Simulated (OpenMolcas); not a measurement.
**Xe4+: terms and fine structure**

```yaml
Program: OpenMolcas
Method: "XMS-RASPT2, IPEA 0.25 Eh, imaginary shift 0.1 Eh (closed shells correlated: 4d)"
Basis: ANO-RCC-VTZP [7s6p4d2f1g]
Scalar_Hamiltonian: DKH2, point nucleus
Active_space: 4 electrons in 9 orbitals (RAS2 5s 5p; RAS3 5d, at most 2 electrons)
State_averaging: 2S+1 = 3 even, 6 roots; 2S+1 = 1 even, 12 roots; 2S+1 = 5 odd, 1 root; 2S+1 = 3 odd, 9 roots; 2S+1 = 1 odd, 8 roots
Spin-orbit_coupling: state interaction with AMFI integrals over the reference wave functions, term energies averaged over their components
```

Spin-free terms above the lowest, with the occupations of the reference:

```tsv
Configuration	Term	E (cm-1)	Occupations
5s2 5p2	3P	0.0	5s 1.96 5p 2.01 5d 0.03
5s2 5p2	1D	9860	5s 1.96 5p 2.01 5d 0.03
5s2 5p2	1S	27550	5s 1.93 5p 2.04 5d 0.03
5s 5p3	5S*	79660	5s 1.00 5p 2.98 5d 0.02
5s 5p3	3D*	105810	5s 1.11 5p 2.75 5d 0.14
5s 5p3	3P*	120320	5s 1.11 5p 2.74 5d 0.15
```

With spin-orbit coupling, above the lowest level:

```csv
Configuration,Term,J,E (cm-1),g,Term weight %,Second
5s2 5p2,3P,0,0.0,,92,8 1S
5s2 5p2,3P,1,7780,1.501,100,
5s2 5p2,3P,2,12440,1.359,72,28 1D
5s2 5p2,1D,2,25570,1.142,72,28 3P
5s2 5p2,1S,0,43100,,92,8 3P
5s 5p3,5S*,2,90050,1.981,96,4 3P*
5s 5p3,3D*,1,114550,0.600,89,8 3P*
5s 5p3,3D*,2,115080,1.217,86,12 3P*
5s 5p3,3D*,3,118090,1.334,100,
5s 5p3,3P*,0,132540,,100,
5s 5p3,3P*,1,133170,1.430,88,9 3D*
5s 5p3,3P*,2,133510,1.345,61,25 1D*
```

Spin-orbit coupling puts the lowest level 11981 cm-1 below the lowest spin-free term.

For 3P the intervals divided by the larger J are 7782.4, 2331.1 cm-1. Landé's interval rule makes them equal in pure LS coupling; they differ by 108 % of their mean. The multiplet is regular.

Term energies are means over components that CASPT2 splits; among the terms shown or strongly mixed into the levels shown the widest spread is 57 cm-1 (5s 5p3 3D*). Configurations are named by rounded mean occupations; where the s occupation lies near a half they are strongly mixed, a name can repeat and a true partner stay unpaired. Active for correlation alone: 5d; no level in the range computed is led by a configuration that fills it, so any true level of that kind is missing. Some terms mix strongly with configurations of 5d, whose occupation reaches 0.51 (5s 5p3 3P*, 5s 5p3 1D*). Only configurations of the active space appear. The first state left out of the spin-orbit step lies near 170000 cm-1 above the lowest spin-free state of the reference (among the parities and spins computed), and the list stops at four fifths of that energy or lower.

The term weight is that of the spin-free term in the level, not the purity of its configuration. * marks odd parity.
